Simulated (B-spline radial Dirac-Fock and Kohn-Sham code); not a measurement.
**Elastic and transport cross sections of neodymium for electrons**

These are calculated numbers from a radial B-spline solver; the model is relativistic (Dirac) partial waves in the static field of the Dirac-Fock atom with Furness-McCarthy exchange, without polarisation or absorption potentials. σ_tr1 and σ_tr2 weight the cross section with 1 − P₁ and 1 − P₂ of cos θ; "backward" is the share scattered beyond 90°.

```
energy (eV)  σ (a₀²)  σ_tr1 (a₀²)  σ_tr2 (a₀²)  σ/σ_tr1  backward (%)
       3000     7.19        0.627        0.796     11.5           3.1
       3290     6.83        0.554        0.726     12.3           2.8
       3710     6.37        0.471        0.642     13.5           2.5
       4000     6.10        0.425        0.593     14.4           2.3
       5000     5.36        0.312        0.465     17.2           1.9
       5270     5.20        0.289        0.438     18.0           1.8
       5950     4.84        0.243        0.381     19.9           1.6
       7530     4.19        0.173        0.288     24.2           1.2
      10000     3.52        0.114        0.202     30.9          0.87
      10500     3.41        0.106        0.190     32.2          0.82
      16500     2.55       0.0535        0.104     47.8          0.47
      18500     2.37       0.0448       0.0889     52.8          0.41
      19200     2.31       0.0424       0.0845     54.6          0.39
      20000     2.25       0.0398       0.0798     56.6          0.37
      29000        ?            ?            ?        ?             ?
      30000     1.71       0.0211       0.0448     81.1          0.22
      38200     1.45       0.0144       0.0315      101          0.16
      39500     1.42       0.0137       0.0300      104          0.15
      44100     1.32       0.0115       0.0255      115          0.13
      50000     1.21      0.00942       0.0211      128          0.11
      62400     1.04      0.00661       0.0152      157         0.085
      81600    0.870      0.00431       0.0101      202         0.059
      85100    0.847      0.00403      0.00948      210         0.056
      92300    0.803      0.00354      0.00838      227         0.050
      97600    0.775      0.00324      0.00770      239         0.047
     100000    0.763      0.00311      0.00742      245         0.045
     148000    0.599      0.00167      0.00409      359         0.027
     158000    0.577      0.00151      0.00371      383         0.024
     200000    0.506      0.00104      0.00260      487         0.017
     300000    0.416     0.000556      0.00142      748        0.0096
```

Q: Fill in the row for 29 keV.

A: σ = 1.75 a₀², σ_tr1 = 0.0223 a₀², σ_tr2 = 0.0471 a₀², σ/σ_tr1 = 78.7, backward 0.23 %. The ratio σ/σ_tr1 is roughly the number of elastic collisions that randomise the direction.
